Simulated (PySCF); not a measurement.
[Dy(H2O)]2+ at several levels of theory

Computed with PySCF 2.14.0 (density fitting, no spin-orbit coupling) at the geometry relaxed with PBE0:

```xyz
4
[Dy(H2O)]2+ (singlet in the valence; each metal's 4f electrons, 10 of them, lie in its core potential, out of spins and levels)
Dy    0.0000    0.0000   -0.1063
O     0.0000    0.0000    2.2798
H     0.7666    0.0000    2.8852
H    -0.7666    0.0000    2.8852
```

```json
{"level": "PBE0", "basis": "Dy lcecp-0-SVP with ECP56, O def2-SVP, H def2-SVP", "state": "singlet", "HOMO (eV)": "–", "gap (eV)": "–", "charge on Dy1 (e)": "1.77", "population of f-type functions on Dy1 (polarisation alone where 4f lies in the core)": "0.01", "dipole about the centre of mass (D)": "1.99", "largest force component (eV/Å)": "0.00"}
{"level": "wB97X", "basis": "the same", "state": "singlet", "HOMO (eV)": "–", "gap (eV)": "–", "charge on Dy1 (e)": "1.78", "population of f-type functions on Dy1 (polarisation alone where 4f lies in the core)": "0.01", "dipole about the centre of mass (D)": "1.89", "largest force component (eV/Å)": "0.06"}
{"level": "PBE0", "basis": "Dy lcecp-0-TZVP with ECP56, O def2-TZVP, H def2-TZVP", "state": "singlet", "HOMO (eV)": "–", "gap (eV)": "–", "charge on Dy1 (e)": "1.86", "population of f-type functions on Dy1 (polarisation alone where 4f lies in the core)": "0.01", "dipole about the centre of mass (D)": "2.04", "largest force component (eV/Å)": "0.28"}
```

In the lcecp rows the 4f levels are missing from HOMO and gap, and the state counts the valence alone.

Charges are Mulliken's, which hang on the basis. The relaxation used the grid (50, 194), these runs (75, 302) or, all-electron (x2c bases, spin-free X2C Hamiltonian), (99, 590).

What does M06-L with Dy lcecp-0-SVP with ECP56, O def2-SVP, H def2-SVP give here?

state singlet, charge on Dy1 (e) 1.79, population of f-type functions on Dy1 (polarisation alone where 4f lies in the core) 0.01, dipole about the centre of mass (D) 1.89, largest force component (eV/Å) 0.12. Time: 3.3 s on 2 threads of Intel(R) Xeon(R) Platinum 8488C (Sapphire Rapids), with other jobs on the host, from an already converged density.

An lcecp potential fixes the number of 4f electrons, so in runs with it no electron can move into or out of that shell; real Dy(II) is rare or takes another configuration.
